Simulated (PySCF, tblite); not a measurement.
Isomers of C7H8FN. Calculated harmonic vibrations of the isolated species, GFN2-xTB (tblite), most abundant isotopes, no scaling. This tight-binding method is rough: wavenumbers can miss measured ones by several per cent, in bad cases by 10 to 20. One conformer each.

Electronic energies: PBE0/pcSseg-1 single points on the GFN2-xTB geometries (PySCF, gas phase).

```json
{"SMILES": "NCc1ccccc1F", "electronic energy, lowest = 0 (kcal/mol)": "8.7"}
{"SMILES": "Cc1cc(N)cc(F)c1", "electronic energy, lowest = 0 (kcal/mol)": "0.0"}
{"SMILES": "N#C[C@@]12CCC[C@@H]1[C@H]2F", "electronic energy, lowest = 0 (kcal/mol)": "36.5"}
{"SMILES": "CC[C@@H]1C=C(C#N)[C@H]1F", "electronic energy, lowest = 0 (kcal/mol)": "50.7"}
{"SMILES": "C=C(/C=C1/CC=N1)CF", "electronic energy, lowest = 0 (kcal/mol)": "69.6"}
{"SMILES": "C#CC1=C(F)N(C)CC1", "electronic energy, lowest = 0 (kcal/mol)": "66.3"}
```

**Question.** How do GFN2-xTB zero-point energies change the relative energies?

**Answer.** 
| SMILES | ZPE (kcal/mol) | of it from modes above 1550 cm⁻¹ | electronic (kcal/mol) | with ZPE, lowest = 0 (kcal/mol) | lowest mode (cm⁻¹) | rings |
| --- | --- | --- | --- | --- | --- | --- |
| Cc1cc(N)cc(F)c1 | 83.1 | 40.9 | 0.0 | 0.0 | 3i | 1 |
| NCc1ccccc1F | 83.9 | 42.6 | 8.7 | 9.5 | 45 | 1 |
| N#C[C@@]12CCC[C@@H]1[C@H]2F | 84.5 | 37.9 | 36.5 | 37.9 | 107 | 2 |
| CC[C@@H]1C=C(C#N)[C@H]1F | 82.9 | 40.2 | 50.7 | 50.4 | 61 | 1 |
| C#CC1=C(F)N(C)CC1 | 82.2 | 40.1 | 66.3 | 65.4 | 90 | 1 |
| C=C(/C=C1/CC=N1)CF | 81.6 | 41.9 | 69.6 | 68.0 | 60 | 1 |

The zero-point energies span 2.9 kcal/mol, from `C=C(/C=C1/CC=N1)CF` to `N#C[C@@]12CCC[C@@H]1[C@H]2F`. Slightly imaginary modes are left out of the zero-point energy: `Cc1cc(N)cc(F)c1` 2.8i cm⁻¹. The order is unchanged.

**Question.** And how do the electronic energies of GFN2-xTB itself compare?

**Answer.** `Cc1cc(N)cc(F)c1` 0.0; `NCc1ccccc1F` 13.7; `N#C[C@@]12CCC[C@@H]1[C@H]2F` 29.3; `CC[C@@H]1C=C(C#N)[C@H]1F` 52.7; `C#CC1=C(F)N(C)CC1` 45.1; `C=C(/C=C1/CC=N1)CF` 65.8 kcal/mol, lowest = 0. Against the energies above, taken from the same isomer `Cc1cc(N)cc(F)c1`, the largest difference is 21.2 kcal/mol.

**Question.** What do entropy and thermal enthalpy add at 298.15 K and 1 bar (rigid rotor, harmonic oscillator, one conformer each)?

**Answer.** 
```tsv
SMILES	point group	symmetry number	S (cal/(mol K))	H − H(0) (kcal/mol)	ZPE + H − H(0) − TS (kcal/mol)
N#C[C@@]12CCC[C@@H]1[C@H]2F	C1	1	87.5	5.57	64.0
CC[C@@H]1C=C(C#N)[C@H]1F	C1	1	94.3	6.35	61.1
C#CC1=C(F)N(C)CC1	C1	1	93.7	6.47	60.7
C=C(/C=C1/CC=N1)CF	Cs	1	93.8	6.24	59.8
```

Not tabulated: `Cc1cc(N)cc(F)c1` (lowest mode only 3i cm⁻¹); `NCc1ccccc1F` (point group not settled).
